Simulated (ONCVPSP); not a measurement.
# Before and after: ONCV potential for O (Z = 8)

```
Element                 : oxygen (O)
Generator               : ONCVPSP 4.0.1
Type                    : optimised norm-conserving Vanderbilt (ONCV)
Functional              : PBEsol
Relativity              : scalar-relativistic
Frozen core             : [He]
Valence charge          : 6
Reference configuration : 2s2 2p3.5 (charge +0.5)
Partial waves           : 2s: rc 0.85 bohr, ncon 4, nbas 8, qcut 9.9 1/bohr, 2 projectors, debl 2.9 Ha; 2p: rc 1.40 bohr, ncon 3, nbas 6, qcut 9.9 1/bohr, 2 projectors, debl 3.3 Ha; d scattering state at 0.13 Ha: rc 0.85 bohr, ncon 4, nbas 7, qcut 10.1 1/bohr, local
Local potential         : the d channel
Core correction         : Teter function, fcfact 5, rcfact 1.5
```

All-electron outer shells of the reference configuration (PBEsol, scalar-relativistic, ld1.x):

| shell | level (eV) | outermost node (bohr) | outermost maximum (bohr) |
| --- | --- | --- | --- |
| 1s | -521.49 | – | 0.13 |
| 2s | -31.23 | 0.28 | 0.87 |
| 2p | -16.21 | – | 0.81 |

Change: s: ncon 3, nbas 7.

Cutoffs: the cutoffs (Ha) at which the residual kinetic energy of the hardest occupied pseudo-wave falls to 1 and 0.1 mHa per electron; they do not see the model core or the augmentation charge, which bear on the density cutoff. Errors are all-electron minus pseudo energies relative to the spin-unpolarised reference configuration.

Problem. What does the change do?

Solution. The potential gets softer (40 Ha and 54 Ha → 38 Ha and 48 Ha); the errors of the 4 common tests hardly move; neither file shows a bound ghost.

```csv
quantity,base,changed
"cutoff, loose",40 Ha,38 Ha
"cutoff, tight",54 Ha,48 Ha
loose cutoff by channel,"s 40 Ha, p 33 Ha","s 38 Ha, p 33 Ha"
bound ghosts,none,none
GHOST(+) flags under 300 eV,none,none
"error for 2s2 2p4, meV [ΔE -6.25 eV]",+3.4,+3.4
"error for 2s2 2p3, meV [ΔE 10.11 eV]",+6.0,+6.0
"error for 2s2 2p2, meV [ΔE 43.58 eV]",+107,+108
"error for 2s2 2p1, meV [ΔE 97.29 eV]",+498,+503
s: phases at 0.86 bohr within 0.05 rad from the reference energy up to (Ha; the scan ends near 5),to the end of the scan,to the end of the scan
p: phases at 1.42 bohr within 0.05 rad from the reference energy up to (Ha; the scan ends near 5),to the end of the scan,to the end of the scan
d: phases at 0.86 bohr within 0.05 rad from the reference energy up to (Ha; the scan ends near 5),to the end of the scan,to the end of the scan
"rms error of d²Exc/dni dnj with the model core, mHa",1.23,1.25
```
